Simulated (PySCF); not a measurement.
# From computed data to an observable: entropy of an ideal gas

Ga(H)(OH)(NH2) (GaH₄NO), SMILES [NH2][GaH][OH].

The structure is a stationary point at ωB97X-D3(BJ)/def2-TZVP. The values are those of a single conformer.

ωB97X-D3(BJ)/def2-TZVP (PySCF) gives the harmonic wavenumbers 192, 214, 321, 363, 543, 570, 691, 720, 753, 837, 1577, 2082, 3630, 3728, 3913 cm⁻¹ and the rotational temperatures 0.8964, 0.2954, 0.2222 K. The molar mass is 103.76 g/mol, the symmetry number 1, the spin multiplicity 1.

**Question.** Work out the entropy at 298.15 K and 1 atm in the rigid-rotor, harmonic-oscillator model.

**Answer.** 
Translation (Sackur–Tetrode at 1 atm): S = R[1.5 ln M + 2.5 ln T − 1.16487] = 166.6 J/(mol K).
Rotation: q = (√π/σ) T^1.5/√(θA θB θC) = 37600, S = R[ln q + 3/2] = 100.1 J/(mol K).
Vibration: with u = 1.4388 ν/T, each mode gives R[u/(e^u − 1) − ln(1 − e^−u)]:
```
ν (cm⁻¹)  modes     u  S (J/(mol K))
--------  -----  ----  -------------
192           1  0.93           9.24
214           1  1.03           8.41
321           1  1.55           5.46
363           1  1.75           4.64
543           1  2.62           2.34
570           1  2.75           2.11
691           1  3.33           1.33
720           1  3.47           1.19
753           1  3.63           1.04
837           1  4.04           0.75
1577          1  7.61           0.04
```
The stiffer modes add less than 0.005 each. Sum 36.5 J/(mol K).
Spin: R ln 1 = 0.0 J/(mol K).
Total 303.2 J/(mol K); the program's own thermochemistry gives 303.3. Translation makes up 55 % and vibration 12 %. Anharmonicity, hindered rotation and orbital degeneracy are left out.
